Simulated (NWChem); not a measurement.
The numbers come from NWChem runs, not from measurements. System: H2Sn, charge 0, spin multiplicity 1, at a geometry optimised with PBE0/def2-SVP with def2 effective core potentials on Sn. The structure started from a generated list of species. Level: CR-EOMCCSD(T)/def2-SVPD with def2 effective core potentials on Sn, 4 core orbitals frozen.

Job file:

```
start mol
memory heap 100 mb stack 700 mb global 1900 mb
geometry units angstroms nocenter noautoz
  Sn     0.000000     0.000000    -0.048357
  H      1.262204     0.000000     1.208913
  H     -1.262204     0.000000     1.208913
  symmetry group C2v
end
basis spherical
  * library def2-svpd
end
ecp
  Sn library def2-ecp
end
scf
  rhf
  nopen 0
  maxiter 100
  thresh 1e-7
  semidirect memsize 60000000 filesize 0
end
tce
  freeze core 4
  creomsd(t)
  nroots 1
  2eorb
  2emet 13
  thresh 1e-5
  maxiter 200
  tilesize 24
end
task tce energy
```

Part of the output:

```
             Northwest Computational Chemistry Package (NWChem) 7.3.0
             --------------------------------------------------------

                                NWChem Input Module
                                -------------------

 Scaling coordinates for geometry "geometry" by  1.889725989
 (inverse scale =  0.529177249)

 Turning off AUTOSYM since
 SYMMETRY directive was detected!

                             Geometry "geometry" -> ""
                             -------------------------

 Output coordinates in angstroms (scale by  1.889725989 to convert to a.u.)

  No.       Tag          Charge          X              Y              Z
 ---- ---------------- ---------- -------------- -------------- --------------
    1 Sn                  50.0000     0.00000000     0.00000000    -0.04835700
    2 H                    1.0000     1.26220400     0.00000000     1.20891300
    3 H                    1.0000    -1.26220400     0.00000000     1.20891300

 Effective nuclear repulsion energy (a.u.)      29.9129753680

            Nuclear Dipole moment (a.u.)
            ----------------------------
        X                 Y               Z
 ---------------- ---------------- ----------------
     0.0000000000     0.0000000000    -0.0000453534

      Symmetry information
      --------------------

 Group name             C2v
 Group number             16
 Group order               4
 No. of unique centers     2

      Symmetry unique atoms

     1    2


 Summary of "ao basis" -> "" (spherical)
 ------------------------------------------------------------------------------
       Tag                 Description            Shells   Functions and Types
 ---------------- ------------------------------  ------  ---------------------
 *                         def2-svpd                  on all atoms

 Summary of "ao basis" -> "ao basis" (spherical)
 ------------------------------------------------------------------------------
       Tag                 Description            Shells   Functions and Types
 ---------------- ------------------------------  ------  ---------------------
 Sn                        def2-svpd                12       32   5s4p3d
 H                         def2-svpd                 4        8   2s2p

                                 NWChem SCF Module
                                 -----------------

  ao basis        = "ao basis"
  functions       =    48
  atoms           =     3
  closed shells   =    12
  open shells     =     0
  charge          =   0.00
  wavefunction    = RHF
  use symmetry    = T
  symmetry adapt  = T

 Summary of "ao basis" -> "ao basis" (spherical)
 ------------------------------------------------------------------------------
       Tag                 Description            Shells   Functions and Types
 ---------------- ------------------------------  ------  ---------------------
 Sn                        def2-svpd                12       32   5s4p3d
 H                         def2-svpd                 4        8   2s2p

      Symmetry analysis of basis
      --------------------------

        a1         21
        a2          5
        b1         13
        b2          9

 Forming initial guess at       0.0s

      Superposition of Atomic Density Guess
      -------------------------------------

 Sum of atomic energies:        -250.09126813

      Non-variational initial energy
      ------------------------------

 Total energy =    -214.213265
 1-e energy   =    -403.383050
 2-e energy   =     175.890686
 HOMO         =      -0.227301
 LUMO         =      -0.080754

      Symmetry analysis of molecular orbitals - initial
      -------------------------------------------------

  Numbering of irreducible representations:

     1 a1          2 a2          3 b1          4 b2

  Orbital symmetries:

     1 a1          2 b1          3 a1          4 b2          5 b1
     6 a1          7 a1          8 a2          9 b2         10 a1
    11 b1         12 a1         13 b2         14 a1         15 b1
    16 a1         17 a1         18 b2         19 a2         20 b1
    21 a1         22 a1

 Starting SCF solution at       0.2s

 ----------------------------------------------
         Quadratically convergent ROHF

 Convergence threshold     :          1.000E-07
 Maximum no. of iterations :          100
 Final Fock-matrix accuracy:          1.000E-09
 ----------------------------------------------

              iter       energy          gnorm     gmax       time
             ----- ------------------- --------- --------- --------
                 1     -214.4585895988  2.49D-01  9.19D-02      0.2
                 2     -214.4678703389  1.58D-02  4.82D-03      0.2
                 3     -214.4679128906  2.09D-04  9.05D-05      0.2
                 4     -214.4679128999  1.03D-08  4.31D-09      0.2

       Final RHF  results
       ------------------

         Total SCF energy =   -214.467912899851
      One-electron energy =   -403.651347706498
      Two-electron energy =    175.904336039138
 Nuclear repulsion energy =     13.279098767509

        Time for solution =      0.0s

       Symmetry analysis of molecular orbitals - final
       -----------------------------------------------

  Numbering of irreducible representations:

     1 a1          2 a2          3 b1          4 b2

  Orbital symmetries:

     1 a1          2 b2          3 b1          4 a1          5 a1
     6 a2          7 b2          8 b1          9 a1         10 a1
    11 b1         12 a1         13 b2         14 a1         15 b1
    16 a1         17 a2         18 b2         19 a1         20 b1
[...]
 Iteration  18 using   18 trial vectors
   0.0000361745365   0.2197220026855    5.97894     0.2     0.2

 Iteration  19 using   19 trial vectors
   0.0000169351335   0.2197220253946    5.97894     0.2     0.2

 Iteration  20 using   20 trial vectors
   0.0000104699252   0.2197220485443    5.97894     0.2     0.2

 Iteration  21 using   21 trial vectors
   0.0000066499398   0.2197220504293    5.97894     0.2     0.2
 --------------------------------------------------------------
 Iterations converged
 ------------------

 Excited state root  1
 Excitation energy / hartree =        0.219722050429318
                   / eV      =        5.978943746136339
 largest EOMCCSD amplitudes: R1 and R2

 Singles contributions
    14a1  (alpha) ---    12a1  (alpha)       -0.9013055105
    16a1  (alpha) ---    12a1  (alpha)        0.1959653236
    22a1  (alpha) ---    12a1  (alpha)       -0.1362975124

 Doubles contributions
======= CR-EOMCCSD(T) calculation ======
corresponding R0 value =     0.024765

CR-EOMCCSD(T) Intermediates cpu wall time             0.7            0.7
 cr_N i1_1 nr of boxes                   168
 cr_N i1_2 nr of boxes                   168
 creom_N i2_1 nr of boxes                   168
 creom_N i2_2 nr of boxes                   168
 creom_N i2_3 nr of boxes                   168
 creom_N i2_4 nr of boxes                   168

CR-EOMCCSD(T) triples loop cpu wall             0.7            0.7

 CR-EOMCCSD(T)  total energy / hartree       =      -214.381453840882614
 CR-EOMCCSD(T)  excitation energy (eV)       =      5.95347

 =========================================
 Excited-state calculation ( a2  symmetry)
 =========================================
 Dim. of EOMCC iter. space      500

 EOMCCSD SOLVER TYPE  1
  maxdiff =   0.40445510180336375

 No. of initial right vectors    1

 EOM-CCSD right-hand side iterations
 --------------------------------------------------------------
      Residuum       Omega / hartree  Omega / eV    Cpu    Wall
 --------------------------------------------------------------

 Iteration   1 using    1 trial vectors
   0.3637163363891   0.2292990227535    6.23955     0.3     0.3

 Iteration   2 using    2 trial vectors
   0.1108836469407   0.1510456449173    4.11016     0.2     0.2

 Iteration   3 using    3 trial vectors
   0.0357262717286   0.1451608081262    3.95003     0.2     0.2

 Iteration   4 using    4 trial vectors
   0.0109873809130   0.1446635561839    3.93650     0.2     0.2

 Iteration   5 using    5 trial vectors
   0.0036839845747   0.1445533230465    3.93350     0.2     0.2

 Iteration   6 using    6 trial vectors
   0.0014685081178   0.1445119457874    3.93237     0.2     0.2

 Iteration   7 using    7 trial vectors
   0.0006610969474   0.1445144556968    3.93244     0.2     0.2

 Iteration   8 using    8 trial vectors
   0.0002348624558   0.1445179181327    3.93253     0.2     0.2

 Iteration   9 using    9 trial vectors
   0.0000932344381   0.1445183126859    3.93255     0.2     0.2

 Iteration  10 using   10 trial vectors
   0.0000443222800   0.1445184284207    3.93255     0.2     0.2

 Iteration  11 using   11 trial vectors
   0.0000202625373   0.1445184290374    3.93255     0.2     0.2

 Iteration  12 using   12 trial vectors
   0.0000076257241   0.1445184104436    3.93255     0.2     0.2
 --------------------------------------------------------------
 Iterations converged
 ------------------

 Excited state root  1
 Excitation energy / hartree =        0.144518410443640
                   / eV      =        3.932547710324252
 largest EOMCCSD amplitudes: R1 and R2

 Singles contributions
    13b2  (alpha) ---    11b1  (alpha)        0.9024608355

 Doubles contributions
======= CR-EOMCCSD(T) calculation ======
corresponding R0 value =     0.000000

CR-EOMCCSD(T) Intermediates cpu wall time             0.5            0.5
 creom_N i2_1 nr of boxes                   168
 creom_N i2_2 nr of boxes                   168
 creom_N i2_3 nr of boxes                   168
 creom_N i2_4 nr of boxes                   168

CR-EOMCCSD(T) triples loop cpu wall             0.4            0.4

 CR-EOMCCSD(T)  total energy / hartree       =      -214.458309463260548
 CR-EOMCCSD(T)  excitation energy (eV)       =      3.86212

 =========================================
 Excited-state calculation ( b1  symmetry)
 =========================================
 Dim. of EOMCC iter. space      500

 EOMCCSD SOLVER TYPE  1
  maxdiff =   0.42133553428479026

 No. of initial right vectors    1

 EOM-CCSD right-hand side iterations
 --------------------------------------------------------------
      Residuum       Omega / hartree  Omega / eV    Cpu    Wall
 --------------------------------------------------------------

 Iteration   1 using    1 trial vectors
   0.3204927046327   0.2964175253781    8.06593     0.3     0.3

 Iteration   2 using    2 trial vectors
   0.1046899944382   0.2433561319328    6.62206     0.2     0.2

 Iteration   3 using    3 trial vectors
   0.0518514405058   0.2371511806786    6.45321     0.2     0.2

 Iteration   4 using    4 trial vectors
   0.0349363548672   0.2342510201138    6.37430     0.2     0.2

 Iteration   5 using    5 trial vectors
   0.0181210389007   0.2330097905209    6.34052     0.2     0.2

 Iteration   6 using    6 trial vectors
   0.0114559115382   0.2326666154521    6.33118     0.2     0.2

 Iteration   7 using    7 trial vectors
   0.0079518872072   0.2326043773828    6.32949     0.2     0.2

 Iteration   8 using    8 trial vectors
   0.0043308712572   0.2325752076585    6.32870     0.2     0.2

 Iteration   9 using    9 trial vectors
   0.0021439243628   0.2325872471038    6.32902     0.2     0.2

 Iteration  10 using   10 trial vectors
   0.0011534594355   0.2325934106794    6.32919     0.2     0.2

 Iteration  11 using   11 trial vectors
   0.0006404052504   0.2325935006059    6.32919     0.2     0.2

 Iteration  12 using   12 trial vectors
   0.0003789501638   0.2325960377323    6.32926     0.2     0.2

 Iteration  13 using   13 trial vectors
   0.0002137749641   0.2325963528286    6.32927     0.2     0.2

 Iteration  14 using   14 trial vectors
   0.0001426214514   0.2325943323481    6.32922     0.2     0.2

 Iteration  15 using   15 trial vectors
   0.0000842498803   0.2325936750468    6.32920     0.2     0.2

 Iteration  16 using   16 trial vectors
   0.0000417421039   0.2325933853174    6.32919     0.2     0.2

 Iteration  17 using   17 trial vectors
   0.0000177155330   0.2325932061111    6.32919     0.2     0.2

 Iteration  18 using   18 trial vectors
   0.0000077613113   0.2325932218470    6.32919     0.2     0.2
 --------------------------------------------------------------
 Iterations converged
 ------------------

 Excited state root  1
 Excitation energy / hartree =        0.232593221846957
                   / eV      =        6.329186289852720
 largest EOMCCSD amplitudes: R1 and R2

 Singles contributions
    16a1  (alpha) ---    11b1  (alpha)        0.1723983567
    19a1  (alpha) ---    11b1  (alpha)       -0.1255408088
    22a1  (alpha) ---    11b1  (alpha)       -0.1011050065
    15b1  (alpha) ---    12a1  (alpha)       -0.8838238996

 Doubles contributions
======= CR-EOMCCSD(T) calculation ======
corresponding R0 value =     0.000000

CR-EOMCCSD(T) Intermediates cpu wall time             0.5            0.5
 creom_N i2_1 nr of boxes                   168
 creom_N i2_2 nr of boxes                   168
 creom_N i2_3 nr of boxes                   168
 creom_N i2_4 nr of boxes                   168

CR-EOMCCSD(T) triples loop cpu wall             0.4            0.4

 CR-EOMCCSD(T)  total energy / hartree       =      -214.370107492479377
 CR-EOMCCSD(T)  excitation energy (eV)       =      6.26222

 =========================================
 Excited-state calculation ( b2  symmetry)
 =========================================
 Dim. of EOMCC iter. space      500

 EOMCCSD SOLVER TYPE  1
  maxdiff =   0.31600160928229531

 No. of initial right vectors    1

 EOM-CCSD right-hand side iterations
 --------------------------------------------------------------
      Residuum       Omega / hartree  Omega / eV    Cpu    Wall
 --------------------------------------------------------------

 Iteration   1 using    1 trial vectors
   0.3294572741302   0.1529013821212    4.16066     0.3     0.3

 Iteration   2 using    2 trial vectors
   0.0882778349404   0.0944057734266    2.56891     0.2     0.2

 Iteration   3 using    3 trial vectors
   0.0294523597704   0.0904875284655    2.46229     0.2     0.2

 Iteration   4 using    4 trial vectors
   0.0097560559311   0.0898806888626    2.44578     0.2     0.2

 Iteration   5 using    5 trial vectors
   0.0038251847487   0.0897642097274    2.44261     0.2     0.2

 Iteration   6 using    6 trial vectors
   0.0015000078342   0.0897417903999    2.44200     0.2     0.2

 Iteration   7 using    7 trial vectors
   0.0005239014781   0.0897453444509    2.44210     0.2     0.2

 Iteration   8 using    8 trial vectors
   0.0001804485421   0.0897482589927    2.44218     0.2     0.2

 Iteration   9 using    9 trial vectors
   0.0000601999014   0.0897490884611    2.44220     0.2     0.2

 Iteration  10 using   10 trial vectors
   0.0000200277555   0.0897489597342    2.44219     0.2     0.2

 Iteration  11 using   11 trial vectors
   0.0000058991714   0.0897488999801    2.44219     0.2     0.2
 --------------------------------------------------------------
 Iterations converged
 ------------------

 Excited state root  1
 Excitation energy / hartree =        0.089748899980094
                   / eV      =        2.442192866897625
 largest EOMCCSD amplitudes: R1 and R2

 Singles contributions
    13b2  (alpha) ---    12a1  (alpha)        0.9265666397

 Doubles contributions
======= CR-EOMCCSD(T) calculation ======
corresponding R0 value =     0.000000

CR-EOMCCSD(T) Intermediates cpu wall time             0.5            0.5
 creom_N i2_1 nr of boxes                   168
 creom_N i2_2 nr of boxes                   168
 creom_N i2_3 nr of boxes                   168
 creom_N i2_4 nr of boxes                   168

CR-EOMCCSD(T) triples loop cpu wall             0.4            0.4

 CR-EOMCCSD(T)  total energy / hartree       =      -214.512764788506644
 CR-EOMCCSD(T)  excitation energy (eV)       =      2.38031

 Task  times  cpu:       20.1s     wall:       20.1s

 Total times  cpu:       20.1s     wall:       20.1s
```
